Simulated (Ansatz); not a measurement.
Species: [W(CH3)6] (charge 0, multiplicity 1).

Problem. Give a relaxed geometry from PBE-D3(BJ)/def2-SVP run with Ansatz (an electronic-structure program).

Solution. the end point of this relaxation.
Z-matrix (Å, degrees):
```
W
C 1 2.1354
H 2 1.1068 1 117.88
H 2 1.1106 3 108.72 1 127.09
H 2 1.1161 3 108.44 4 116.90
C 1 2.1354 2 96.02 3 -77.02
H 6 1.1068 1 117.83 2 -173.58
H 6 1.1106 7 108.72 1 127.13
H 6 1.1161 7 108.43 8 116.90
C 1 2.1355 2 96.00 3 -173.69
H 10 1.1068 1 117.87 2 -76.98
H 10 1.1106 11 108.72 1 127.08
H 10 1.1161 11 108.44 12 116.89
C 1 2.2017 2 128.75 3 109.32
H 14 1.1048 1 117.16 2 -100.51
H 14 1.1106 15 108.96 1 125.21
H 14 1.1133 15 108.55 16 117.21
C 1 2.2017 2 76.12 3 51.48
H 18 1.1048 1 117.16 2 172.95
H 18 1.1107 19 108.96 15 98.83
H 18 1.1133 19 108.56 20 117.22
C 1 2.2018 2 134.88 3 -0.65
H 22 1.1048 1 117.17 2 88.38
H 22 1.1106 23 108.95 15 161.12
H 22 1.1133 23 108.56 24 117.21
```
